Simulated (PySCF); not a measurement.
**Exercise with solution: chemical shift, span and skew from a shielding tensor**

H₆O₃Si₂, SMILES O[SiH2][SiH](O)O. Atoms are numbered in the order given.

```xyz
11

O      1.0891     1.6290     0.5656
Si     1.3544     0.3193    -0.4721
Si    -0.5892    -0.8489     0.0508
O     -1.0558    -0.1206     1.4737
O     -1.6451    -0.6016    -1.2168
H      1.7345     2.3430     0.5777
H      1.4788     0.7696    -1.8913
H      2.6252    -0.3889    -0.1198
H     -0.4810    -2.3071     0.3298
H     -0.6641     0.7605     1.5697
H     -2.5114    -1.0174    -1.1478
```

The structure is a stationary point at ωB97X-D3(BJ)/def2-SVP. One conformer was computed; it need not be the lowest.

GIAO shieldings from PySCF with PBE/pcSseg-1, non-relativistic, no solvent. The symmetric part of the tensor of Si2 has the principal values 313.0, 319.8, 454.1 ppm. The same nucleus in TMS has σ = 335.4 ppm at this level (PySCF, at its B3LYP-D3(BJ)/def2-TZVP geometry).

Task: Work out the isotropic shielding, the ²⁹Si shift against TMS, the span and the skew.

Result: 
σ(iso) = (σ11 + σ22 + σ33)/3 = 362.3 ppm. δ = σ(ref) − σ(iso) = 335.4 − (362.3) = -26.9 ppm.
Span Ω = σ33 − σ11 = 141.1 ppm. Skew κ = 3(σ(iso) − σ22)/Ω = 0.90. Tumbling in solution averages the tensor to δ; in a static solid the shielding alone would spread this spin-1/2 line over Ω.
